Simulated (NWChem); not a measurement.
System: CHS2 cation; SMILES C(=S)=[SH+]

Results from NWChem. Geometry: optimised at PBE0/def2-SVP. B3LYP is NWChem's, with the RPA form of VWN correlation.

For level RPBE/def2-SVP:

| Property | Value |
|---|---|
| highest occupied level (eV) | -13.44 |
| orbital gap (eV) | 3.23 |

Problem. Estimate the same quantities for level B3LYP/def2-SVP.

Solution. 
| Item | Value |
|---|---|
| highest occupied level (eV) | -14.30 |
| orbital gap (eV) | 4.76 |
